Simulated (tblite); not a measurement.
Compound: CH8O2SeSi2.
Bonds: O1–Si2, Si2–O3, O3–C4, C4–Se5, Se5–Si6. Hydrogens: H7 on O1; H8, H9 on Si2; H10, H11 on C4; H12, H13, H14 on Si6.

Computed with GFN2-xTB (tblite), gas phase: L-BFGS steps from a force-field or distance-geometry start until the largest atomic force falls under 0.01 eV/Å.

Geometry at step 15:
```
atom  x, y, z in Å
O1     -2.7389   -1.0339   -0.1702
Si2    -2.4826    0.5523   -0.3694
O3     -1.0003    1.0477    0.1015
C4      0.1636    0.9433   -0.6293
Se5     1.6389    1.7539    0.4022
Si6     3.0379    0.0117    0.8966
H7     -3.2182   -1.5153    0.4965
H8     -2.5858    0.6377   -1.8044
H9     -3.3572    1.3936    0.4120
H10     0.0824    1.5009   -1.5742
H11     0.4223   -0.1013   -0.8497
H12     2.3625   -0.9774    1.7432
H13     3.5902   -0.6965   -0.2662
H14     4.0846    0.7628    1.5890
```

Question: Give the atomic forces at this geometry.

Answer: 
```json
{"atom": "O1", "Fx (eV/Å)": "0.081", "Fy (eV/Å)": "-0.171", "Fz (eV/Å)": "-0.053"}
{"atom": "Si2", "Fx (eV/Å)": "0.000", "Fy (eV/Å)": "-0.110", "Fz (eV/Å)": "0.143"}
{"atom": "O3", "Fx (eV/Å)": "-0.022", "Fy (eV/Å)": "-0.130", "Fz (eV/Å)": "-0.105"}
{"atom": "C4", "Fx (eV/Å)": "-0.076", "Fy (eV/Å)": "-0.043", "Fz (eV/Å)": "0.009"}
{"atom": "Se5", "Fx (eV/Å)": "0.004", "Fy (eV/Å)": "-0.058", "Fz (eV/Å)": "-0.145"}
{"atom": "Si6", "Fx (eV/Å)": "0.041", "Fy (eV/Å)": "0.025", "Fz (eV/Å)": "0.099"}
{"atom": "H7", "Fx (eV/Å)": "0.054", "Fy (eV/Å)": "0.188", "Fz (eV/Å)": "0.076"}
{"atom": "H8", "Fx (eV/Å)": "-0.022", "Fy (eV/Å)": "0.101", "Fz (eV/Å)": "-0.355"}
{"atom": "H9", "Fx (eV/Å)": "0.015", "Fy (eV/Å)": "0.069", "Fz (eV/Å)": "0.169"}
{"atom": "H10", "Fx (eV/Å)": "0.068", "Fy (eV/Å)": "-0.059", "Fz (eV/Å)": "0.137"}
{"atom": "H11", "Fx (eV/Å)": "0.025", "Fy (eV/Å)": "0.105", "Fz (eV/Å)": "0.065"}
{"atom": "H12", "Fx (eV/Å)": "0.013", "Fy (eV/Å)": "0.093", "Fz (eV/Å)": "-0.035"}
{"atom": "H13", "Fx (eV/Å)": "-0.139", "Fy (eV/Å)": "0.145", "Fz (eV/Å)": "-0.004"}
{"atom": "H14", "Fx (eV/Å)": "-0.043", "Fy (eV/Å)": "-0.153", "Fz (eV/Å)": "-0.001"}
```

The largest, 0.37 eV/Å, acts on H8; the rms over all components is 0.107 eV/Å. The forces sum to zero within rounding, as they must for an isolated molecule in no field.

Question: Give the force on H8 in Eh/bohr and in nN.

Answer: 0.370 eV/Å ÷ 51.422 = 0.00719 Eh/bohr, and 0.370 eV/Å × 1.602 = 0.59 nN.

Question: How far is this geometry from the end of the optimisation?

Answer: 0.401 eV above it, and 1.123 Å rms away after alignment. The bonds farthest from their final lengths, with half the difference of the two atoms' forces along the bond (positive lengthens):

```
   bond  now (Å)  final (Å)  force along bond (eV/Å)
 Si2–H8    1.441      1.463                    +0.25
  O3–C4    1.378      1.361                    -0.06
 Si2–H9    1.443      1.454                    +0.05
 C4–Se5    1.974      1.983                    -0.01
Si6–H12    1.467      1.459                    -0.06
Si6–H13    1.469      1.462                    -0.02
```

The angle farthest from its final value is O1–Si2–H8, 99.7° against 113.0°.

Of the 3 listed bonds off by 0.010 Å or more, this force points towards the final length in 3.

What follows is the cost of the whole relaxation. Time: 5.5 s wall, 4.0 s CPU. Hardware: an Intel Xeon at 2.50 GHz with one thread, no GPU, on a shared host.
